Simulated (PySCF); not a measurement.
Ar+ (argon, charge +1) across methods

[Ne] 3s1 3p6, 2S determinant (an excited configuration). Calculation: PySCF 2.14, in aug-cc-pV(T+d)Z with one added diffuse shell each of s, p, d, f type (7s6p5d3f, 71 functions); the non-relativistic Hamiltonian (point nucleus). The B2PLYP total includes its PT2 part (frozen core); its orbital energies are those of the SCF part.

| method | E (hartree) | mean ε 3s α (eV) | mean ε 3p α (eV) | mean ε 3p β (eV) | Σ⟨r²⟩ (bohr²) | ⟨S²⟩ |
| --- | --- | --- | --- | --- | --- | --- |
| B2PLYP | -526.2734 | -44.195 | -27.026 | -24.411 | 20.76 | 0.754 |
| r2SCAN | -526.3656 | -39.083 | -23.866 | -22.320 | 20.56 | 0.753 |
| BHandHLYP | -526.3735 | -44.026 | -27.008 | -24.541 | 20.72 | 0.754 |
| r2SCANh | -526.3556 | -40.194 | -24.570 | -22.806 | 20.58 | 0.753 |
| PBE | -526.2306 | -37.701 | -23.221 | -22.073 | 20.58 | 0.751 |
| PBE0 | -526.2364 | -40.951 | -25.193 | -23.394 | 20.59 | 0.752 |
| MN15 | -526.3490 | -40.414 | -25.771 | -24.455 | 20.38 | 0.751 |
| UHF | -525.59703 | -49.755 | -30.182 | -26.036 | 20.91 | 0.760 |
| LDA | -524.8274 | -37.574 | -23.249 | -22.196 | 20.63 | 0.751 |
